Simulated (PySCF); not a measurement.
A side-by-side comparison of computed properties.

First species: C2H8F2SSi2.
InChI=1S/C2H8F2SSi2/c1-5-2(6-3)7-4/h2H,6-7H2,1H3

Second species: C4H12OSSi.
Atom-mapped SMILES: `[CH3:1][CH2:2][C@@H:3]([SH:4])[CH2:5][SiH2:6][OH:7]` (hydrogens: H8, H9, H10 on C1; H11, H12 on C2; H13 on C3; H14 on S4; H15, H16 on C5; H17, H18 on Si6; H19 on O7)

Levels: CAM-B3LYP/def2-SVPD for HOMO energy, LUMO energy, HOMO–LUMO gap and static isotropic polarisability; TDDFT CAM-B3LYP/def2-SVPD for lowest singlet excitation; TDA CAM-B3LYP/def2-SVPD for lowest triplet excitation (Tamm–Dancoff). Geometries: GFN2-xTB. Each structure is a single optimised conformer of the isolated species, non-relativistic unless stated; the electronic structure was computed with PySCF and density fitting.

Dipoles, sizes and rotational constants follow the conformer. The torsions of the flexible species, by atom-mapped SMILES:
- `[CH3:1][S:2][CH:3]([SiH2:4][F:5])[SiH2:6][F:7]`: C1–S2–C3–Si4 82°, S2–C3–Si4–F5 -66°, S2–C3–Si6–F7 -175°

The conformers of `CC[C@@H](S)C[SiH2]O` aren't listed.

Which of the two has the higher S1 energy, and by how much?

The second: 5.69 eV against 5.23 eV, a difference of 0.46 eV.

Which has the higher HOMO–LUMO gap?

The second: 9.44 eV against 8.32 eV, a difference of 1.12 eV.

Which has the higher static isotropic polarisability?

The second: 97.9 au against 94.1 au, a difference of 3.8 au.

Which of the two has the higher T1 energy, and by how much?

The second: 5.25 eV against 4.80 eV, a difference of 0.45 eV.

Which of the two has the higher HOMO energy, and by how much?

The first: -7.97 eV against -8.53 eV, a difference of 0.56 eV.

Which has the higher LUMO energy?

The second: 0.91 eV against 0.35 eV, a difference of 0.56 eV.

On the first: S1 lies 3.09 eV below the HOMO–LUMO gap; its leading configuration is HOMO→LUMO+1, weight 0.42, beside HOMO→LUMO, weight 0.38. The principal polarisabilities are 80.9, 94.8 and 106.5 au; their mean is the isotropic value.

On the second: The 8 singlets span 5.69 to 7.90 eV, and their oscillator strengths add up to 0.15. No computed singlet falls in the visible range (750 to 380 nm, 1.65 to 3.26 eV); S1 lies 2.43 eV above its blue end.
